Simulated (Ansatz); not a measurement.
Gas-phase reaction in SMILES: C[SiH2]B(O)O → [CH2][SiH2]B(O)O + H atom (the C-H bond at the site shown breaks; other sites are not compared here)
Each molecule is optimised on its own at B3LYP-D3(BJ)/def2-TZVP (Ansatz, a first-principles code), one conformer each, not searched for the lowest.

Wanted: bond dissociation energy (electronic energy difference), in eV. Cores are frozen in the correlated levels unless marked. Open shells are spin-unrestricted. No spin-orbit coupling. Non-relativistic. CBS(X,Y): correlation extrapolated as X^-3; Hartree-Fock from the larger set.

CCSD(T)/CBS(cc-pV(T+d)Z,cc-pV(Q+d)Z) (Ansatz) gives 4.66 eV.

Q: Another calculation gave 4.46 eV. Which level was it?
A. wB97M-V/def2-TZVPD (Ansatz)
B. BLYP/def2-TZVPD (Ansatz)
C. SVWN5/def2-TZVPD (Ansatz)

A: B, BLYP/def2-TZVPD (Ansatz). The others give 4.65 (wB97M-V), 5.01 (SVWN5) eV.
